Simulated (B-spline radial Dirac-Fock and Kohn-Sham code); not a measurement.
# Total conversion coefficients of Cr against transition energy

Method: a Dirac-Hartree-Slater potential of the neutral atom with a Latter tail (no hole, which puts coefficients of high multipoles low close above an edge), finite nucleus with surface currents. Computed with a radial finite-basis atomic code. Subshells within 1 keV of threshold and pair formation are left out.

| energy (keV) | E1 | E2 | E4 | M1 | M2 | M3 |
| --- | --- | --- | --- | --- | --- | --- |
| 11.1 | 24.2 | 1380 | 2.05e+07 | 13.4 | 1170 | 72500 |
| 13.4 | 14.3 | 725 | 5.78e+06 | 7.68 | 553 | 29800 |
| 15.3 | 9.84 | 458 | 2.41e+06 | 5.19 | 326 | 15900 |
| 15.8 | 8.98 | 410 | 1.96e+06 | 4.72 | 287 | 13700 |
| 16.4 | 8.07 | 360 | 1.54e+06 | 4.22 | 248 | 11500 |
| 20 | 4.56 | 179 | 435000 | 2.36 | 113 | 4510 |
| 21.4 | 3.74 | 140 | 285000 | 1.94 | 86.9 | 3280 |
| 23.1 | 2.99 | 106 | 178000 | 1.55 | 64.4 | 2290 |
| 26.2 | 2.07 | 67.4 | 83200 | 1.08 | 39.5 | 1270 |
| 27.3 | 1.83 | 58.0 | 65100 | 0.955 | 33.7 | 1040 |
| 32.5 | 1.09 | 30.5 | 23300 | 0.579 | 17.2 | 462 |
| 50 | 0.297 | 6.04 | 1970 | 0.172 | 3.39 | 62.9 |
| 68 | 0.116 | 1.86 | 350 | 0.0737 | 1.09 | 15.6 |
| 100 | 0.0353 | 0.418 | 40.9 | 0.0262 | 0.276 | 2.82 |
| 120 | 0.0201 | 0.206 | 15.0 | 0.0163 | 0.146 | 1.28 |
| 200 | 0.00422 | 0.0288 | 0.935 | 0.00445 | 0.0265 | 0.153 |
| 246 | 0.00228 | 0.0132 | 0.315 | 0.00268 | 0.0137 | 0.0671 |
| 258 | 0.00198 | 0.0111 | 0.246 | 0.00239 | 0.0118 | 0.0558 |
| 473 | 0.000369 | 0.00132 | 0.0128 | 0.000587 | 0.00193 | 0.00602 |
| 500 | 0.000320 | 0.00111 | 0.00996 | 0.000519 | 0.00165 | 0.00498 |
| 921 | 8.01e-05 | 0.000192 | 0.000881 | 0.000144 | 0.000332 | 0.000717 |
| 1000 | 6.81e-05 | 0.000157 | 0.000666 | 0.000122 | 0.000271 | 0.000565 |
| 1520 | 3.25e-05 | 6.19e-05 | 0.000187 | 5.52e-05 | 0.000104 | 0.000182 |
| 1630 | 2.90e-05 | 5.38e-05 | 0.000155 | 4.87e-05 | 8.90e-05 | 0.000153 |
| 1640 | 2.88e-05 | 5.32e-05 | 0.000153 | 4.82e-05 | 8.78e-05 | 0.000151 |
| 1760 | 2.58e-05 | 4.64e-05 | 0.000127 | 4.25e-05 | 7.56e-05 | 0.000127 |
| 1910 | 2.28e-05 | 3.97e-05 | 0.000103 | 3.69e-05 | 6.37e-05 | 0.000104 |
| 2000 | 2.13e-05 | 3.65e-05 | 9.22e-05 | 3.41e-05 | 5.80e-05 | 9.33e-05 |
| 2030 | 2.08e-05 | 3.55e-05 | 8.89e-05 | 3.32e-05 | 5.63e-05 | 9.01e-05 |

Q: How fast do they fall between 1910 and 2030 keV?

A: As powers of the energy: E1 E^-1.48, E2 E^-1.84, E4 E^-2.45, M1 E^-1.72, M2 E^-2.05, M3 E^-2.36. Within one type (E or M) the higher multipoles fall faster.
